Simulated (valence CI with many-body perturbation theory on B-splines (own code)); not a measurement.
# E1 transitions of Zr9+

Level of theory: relativistic CI+MBPT: three valence electrons over a frozen Dirac-Fock core [Ar] 3d10, a basis of 11 s, 11 p, 10 d, 8 f, 5 g, 2 h functions for each j, with the one-electron correlation potential Σ1, the two-electron term Σ2, the three-electron term Σ3, Breit, model QED; selected CI, second order for the rest, scaled by the run's own slope (own B-spline code, finite nucleus).

No measured spectrum was set against this ion. As an estimate, levels hold to about 250 cm⁻¹ or 0.2 % of their energy and the worst to 1 %, as in measured heavy ions of charge 2 to 7; those with d or f electrons hold less well.

Lines 201 to 250 of 584 in falling wavelength, among levels below 1007600 cm⁻¹, chosen from the strongest by gf and those to the six lowest levels. Wavelengths and rates use the calculated energies, so an error of 800 cm⁻¹ moves a line at 40.81 nm by 0.33 % and its rate by three times that or more. Electric multipoles are in the length gauge, E1 and E2 with the static RPA response of the core. Weak lines are less certain than strong ones. Lines between different terms over intervals too small for the method are left out, as are lines whose strength nearly cancels. Where a level lies close to another of its J and parity, the split of strength between their lines is uncertain.

Names give the largest LS component (configuration and term), which can be under half, so a name can repeat, a term be missing and a line seem to break the LS rules; names also repeat where a configuration has a term twice. Letters in brackets count levels of one name in rising energy.

| λ vac (nm) | Upper | Lower | A (s⁻¹) | S (a.u.) with core polarisation | S without |
| --- | --- | --- | --- | --- | --- |
| 40.81 | 4p2 4d 2G_7/2 | 4s 4p 4d 4F°_7/2 | 1.41e+09 | 3.77e-01 | 4.22e-01 |
| 40.78 | 4p2 4d 2D_3/2 [a] | 4s 4p 4d 4D°_3/2 [a] | 2.62e+09 | 3.51e-01 | 3.93e-01 |
| 40.78 | 4p2 4d 4P_5/2 | 4s 4p 4d 4P°_5/2 | 4.45e+09 | 8.94e-01 | 9.97e-01 |
| 40.75 | 4p2 4d 4D_5/2 | 4s 4p 4d 4F°_5/2 | 3.60e+09 | 7.21e-01 | 8.07e-01 |
| 40.65 | 4s 4p 5p 2D_5/2 [b] | 4s2 4f 2F°_7/2 | 2.95e+09 | 5.87e-01 | 5.86e-01 |
| 40.63 | 4p3 2P°_3/2 | 4s 4p2 2D_5/2 | 7.06e+09 | 9.36e-01 | 1.04e+00 |
| 40.52 | 4p2 4d 2P_3/2 [b] | 4s 4p 4d 4F°_5/2 | 2.73e+09 | 3.58e-01 | 4.01e-01 |
| 40.19 | 4s 4p 5p 2D_3/2 [b] | 4s2 5p 2P°_1/2 | 1.22e+10 | 1.56e+00 | 1.73e+00 |
| 40.01 | 4p3 2P°_3/2 | 4s 4p2 2D_3/2 | 1.58e+09 | 2.00e-01 | 2.24e-01 |
| 39.99 | 4s 4p 5p 2D_5/2 [b] | 4s2 5p 2P°_3/2 | 2.28e+10 | 4.32e+00 | 4.76e+00 |
| 39.95 | 4s 4p 5p 2P_3/2 [b] | 4s2 5p 2P°_3/2 | 2.18e+10 | 2.75e+00 | 3.05e+00 |
| 39.92 | 4s 4p 5p 2P_1/2 [b] | 4s2 5p 2P°_1/2 | 1.74e+10 | 1.09e+00 | 1.22e+00 |
| 39.71 | 4p3 4S°_3/2 [b] | 4s 4p2 4P_3/2 | 5.85e+09 | 7.23e-01 | 8.06e-01 |
| 39.66 | 4s 4p 5s 2P°_1/2 [b] | 4s2 5s 2S_1/2 | 2.40e+10 | 1.48e+00 | 1.64e+00 |
| 39.60 | 4p3 4S°_3/2 [a] | 4s 4p2 4P_1/2 | 3.27e+09 | 4.01e-01 | 4.47e-01 |
| 39.55 | 4s 4p 4f 2D_3/2 [b] | 4s2 5p 2P°_1/2 | 1.08e+10 | 1.32e+00 | 1.45e+00 |
| 39.52 | 4s 4p 5s 2P°_3/2 [b] | 4s2 5s 2S_1/2 | 2.34e+10 | 2.85e+00 | 3.16e+00 |
| 39.41 | 4s 4p2 2S_1/2 | 4s2 4p 2P°_1/2 | 2.00e+10 | 1.21e+00 | 1.35e+00 |
| 39.39 | 4s 4p 4d 2D°_3/2 [b] | 4s2 4d 2D_5/2 | 1.26e+10 | 1.52e+00 | 1.69e+00 |
| 39.38 | 4s 4p 4d 2P°_1/2 [b] | 4s2 4d 2D_3/2 | 1.98e+10 | 1.19e+00 | 1.34e+00 |
| 39.33 | 4s 4p2 2P_1/2 | 4s2 4p 2P°_3/2 | 1.82e+10 | 1.09e+00 | 1.22e+00 |
| 39.17 | 4s 4p 4d 2P°_3/2 [b] | 4s2 4d 2D_5/2 | 7.94e+09 | 9.43e-01 | 1.05e+00 |
| 39.11 | 4s 4p 4f 2D_3/2 [c] | 4s2 4f 2F°_5/2 | 1.93e+10 | 2.27e+00 | 2.53e+00 |
| 38.96 | 4s 4d2 2G_9/2 | 4s2 4f 2F°_7/2 | 1.12e+09 | 3.28e-01 | 4.26e-01 |
| 38.95 | 4s 4p 4d 2D°_3/2 [b] | 4s2 4d 2D_3/2 | 4.48e+09 | 5.22e-01 | 5.82e-01 |
| 38.91 | 4s 4p 4d 2D°_5/2 [b] | 4s2 4d 2D_5/2 | 1.54e+10 | 2.69e+00 | 3.00e+00 |
| 38.87 | 4s 4p 4f 2D_5/2 [c] | 4s2 4f 2F°_7/2 | 1.65e+10 | 2.87e+00 | 3.19e+00 |
| 38.74 | 4s 4p 4d 2P°_3/2 [b] | 4s2 4d 2D_3/2 | 1.27e+10 | 1.46e+00 | 1.63e+00 |
| 38.46 | 4s 4p2 2P_3/2 | 4s2 4p 2P°_3/2 | 2.80e+10 | 3.14e+00 | 3.50e+00 |
| 38.41 | 4s 4p 5p 2S_1/2 [b] | 4s2 5p 2P°_3/2 | 1.00e+10 | 5.60e-01 | 6.47e-01 |
| 38.32 | 4p3 4S°_3/2 [b] | 4s 4p2 4P_1/2 | 2.43e+09 | 2.70e-01 | 3.02e-01 |
| 37.54 | 4s 4p 4f 2F_5/2 [a] | 4s 4p 4d 2F°_5/2 [b] | 4.53e+09 | 7.10e-01 | 7.78e-01 |
| 37.17 | 4s 4d2 2F_5/2 | 4s2 4f 2F°_5/2 | 9.60e+09 | 1.46e+00 | 1.63e+00 |
| 36.88 | 4s 4d2 2F_7/2 | 4s2 4f 2F°_7/2 | 8.78e+09 | 1.74e+00 | 1.94e+00 |
| 36.85 | 4s 4p 4f 2F_7/2 [b] | 4s 4p 4d 2D°_5/2 [b] | 1.56e+09 | 3.09e-01 | 3.08e-01 |
| 36.84 | 4s 4p 4d 4F°_3/2 | 4s 4p2 2D_3/2 | 4.97e+08 | 4.91e-02 | 5.41e-02 |
| 36.72 | 4s 4p 4f 2D_3/2 [a] | 4s 4p 4d 2P°_1/2 [a] | 3.29e+09 | 3.22e-01 | 3.40e-01 |
| 36.62 | 4s 4p 4f 2F_7/2 [a] | 4s 4p 4d 2F°_7/2 [b] | 7.09e+09 | 1.37e+00 | 1.50e+00 |
| 36.54 | 4s 4p 4f 2G_9/2 [a] | 4s 4p 4d 2F°_7/2 [a] | 2.61e+09 | 6.29e-01 | 6.62e-01 |
| 36.48 | 4s 4p2 2P_1/2 | 4s2 4p 2P°_1/2 | 5.73e+09 | 2.74e-01 | 3.05e-01 |
| 35.73 | 4s 4p2 2P_3/2 | 4s2 4p 2P°_1/2 | 5.81e+09 | 5.23e-01 | 5.81e-01 |
| 35.67 | 4s 4p 4f 2D_5/2 [a] | 4s 4p 4d 2F°_5/2 [b] | 3.15e+09 | 4.24e-01 | 4.65e-01 |
| 35.62 | 4s 4p 4f 2D_5/2 [a] | 4s 4p 4d 2P°_3/2 [a] | 8.40e+09 | 1.12e+00 | 1.20e+00 |
| 35.50 | 4s 4p 4f 4F_9/2 | 4s 4p 4d 4D°_7/2 | 3.36e+09 | 7.41e-01 | 7.72e-01 |
| 35.49 | 4s 4p 4f 2D_3/2 [a] | 4s 4p 4d 2F°_5/2 [b] | 4.66e+09 | 4.11e-01 | 4.59e-01 |
| 35.44 | 4s 4p 4f 2D_5/2 [a] | 4s 4p 4d 2F°_7/2 [b] | 5.04e+09 | 6.64e-01 | 7.29e-01 |
| 35.24 | 4s 4p 4f 2G_7/2 [a] | 4s 4p 4d 2F°_5/2 [a] | 6.20e+09 | 1.07e+00 | 1.13e+00 |
| 35.12 | 4p3 2P°_3/2 | 4s 4p2 4P_5/2 | 2.08e+08 | 1.78e-02 | 1.98e-02 |
| 34.71 | 4s 4p 4f 2D_5/2 [b] | 4s 4p 4d 2D°_5/2 [b] | 8.99e+09 | 1.11e+00 | 1.19e+00 |
| 34.60 | 4s 4p 4f 2F_7/2 [a] | 4s 4p 4d 2F°_7/2 [a] | 6.27e+09 | 1.03e+00 | 1.12e+00 |
